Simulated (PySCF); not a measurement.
Ga(OH)(SeH)2 (GaH₃OSe₂), SMILES [OH][Ga]([SeH])[SeH].

Geometry: B3LYP-D3(BJ)/def2-SVP. Other conformers were not sampled.

Two levels are set side by side: TDA-PBE/def2-SVPD (PySCF) and TDA-CAM-B3LYP/def2-SVPD (PySCF). Vertical, same geometry. The lowest singlet is HOMO→LUMO 100 % with PBE and HOMO→LUMO 77 %, HOMO→LUMO+1 19 % with the other functional; states are paired by order. Differences are taken from unrounded values.

```json
[
 {"quantity": "lowest singlet excitation (eV)", "TDA-CAM-B3LYP": "4.72"},
 {"quantity": "lowest triplet excitation (TDA) (eV)", "TDA-CAM-B3LYP": "4.39"},
 {"quantity": "first bright state (f over 0.05) (eV)", "TDA-CAM-B3LYP": "6.53"},
 {"quantity": "its oscillator strength", "TDA-CAM-B3LYP": "0.19"}
]
```

### Question
What does TDA-PBE give, and how far is it from TDA-CAM-B3LYP? (An estimate is asked for; the answer gives what the named calculation found.)

### Answer

| quantity | TDA-PBE | TDA-PBE minus TDA-CAM-B3LYP |
|---|---|---|
| lowest singlet excitation (eV) | 4.04 | -0.68 |
| lowest triplet excitation (TDA) (eV) | 3.78 | -0.61 |
| first bright state (f over 0.05) (eV) | 5.76 | -0.76 |
| its oscillator strength | 0.10 | -0.09 |

A lower first singlet is the usual sign of a functional without exact exchange. Differences between two approximate levels are no errors against the true value.

Rough cost on one machine, each run with all the roots and properties that it gave: TDA-CAM-B3LYP against TDA-PBE about 3 times.
